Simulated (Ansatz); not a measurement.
Geometry optimisation, Ansatz, RKS PBE0/6-31G*.

Input file:

```yaml
crystal:
  periodic: [false, false, false]
  atoms:
    - { symbol: B, position_ang: [-0.6567, -1.9197, -0.7523] }
    - { symbol: O, position_ang: [-0.5197, -0.4358, -1.0133] }
    - { symbol: C, position_ang: [0.4035, 0.104, -0.1274] }
    - { symbol: Si, position_ang: [2.2154, 0.0796, -0.9012] }
    - { symbol: S, position_ang: [0.021, 1.839, 0.1942] }
    - { symbol: Si, position_ang: [-1.7425, 1.4263, 1.3735] }
    - { symbol: H, position_ang: [-1.5054, -2.2367, 0.0008] }
    - { symbol: H, position_ang: [-0.0003, -2.6487, -1.3417] }
    - { symbol: H, position_ang: [0.4996, -0.4056, 0.9144] }
    - { symbol: H, position_ang: [3.115, 0.6915, 0.0383] }
    - { symbol: H, position_ang: [2.525, -1.3239, -1.1334] }
    - { symbol: H, position_ang: [2.1317, 0.8194, -2.1496] }
    - { symbol: H, position_ang: [-2.7618, 0.7055, 0.5313] }
    - { symbol: H, position_ang: [-1.3993, 0.6008, 2.5549] }
    - { symbol: H, position_ang: [-2.3473, 2.6536, 1.841] }
basis:
  gaussian: { orbitals: "6-31G*" }
hamiltonian:
  xc: pbe0
relax:
  f_tol: 0.015
  max_steps: 40
output:
  orbitals: {}
```

Command:

```bash
$ ansatz run input.yaml --threads 2 --pin off --max-ram 3072MiB --backend cpu --events-out ev --progress --plain --runs-dir out
```

Q: Where does it end, and by what steps?

A: The run converged. After 17 steps the energy has fallen by 1.385 eV; H8 moved furthest, 1.52 Å.

```csv
step,energy less start (eV),largest force component (eV/Å),accepted
0,0.0000,4.043,yes
1,-0.3983,2.414,yes
2,-0.5837,0.516,yes
3,-0.7868,0.603,yes
4,-0.9326,0.596,yes
5,-1.0810,0.722,yes
6,-1.2065,0.530,yes
7,-1.2927,0.380,yes
8,-1.3445,0.203,yes
9,-1.3579,0.289,yes
10,-1.3755,0.156,yes
11,-1.3802,0.197,yes
12,-1.3748,0.328,no
13,-1.3818,0.094,yes
14,-1.3836,0.049,yes
15,-1.3842,0.039,yes
16,-1.3844,0.029,yes
17,-1.3846,0.015,yes
```

```xyz
15
Properties=species:S:1:pos:R:3
B -0.872 -1.822 -0.692
O -0.198 -0.715 -1.067
C 0.582 0.029 -0.141
Si 2.363 0.188 -0.824
S -0.084 1.716 0.090
Si -1.826 1.297 1.270
H -0.833 -2.192 0.453
H -1.486 -2.390 -1.548
H 0.592 -0.485 0.830
H 3.222 0.823 0.211
H 2.863 -1.180 -1.128
H 2.339 1.013 -2.058
H -2.795 0.435 0.537
H -1.448 0.613 2.538
H -2.441 2.619 1.555
```

Whether the end is a true minimum wasn't checked by a vibrational analysis.

Run time: 100 s on 2 threads of Arm Neoverse V1, with other jobs on the host, peak memory 0.32 GiB.
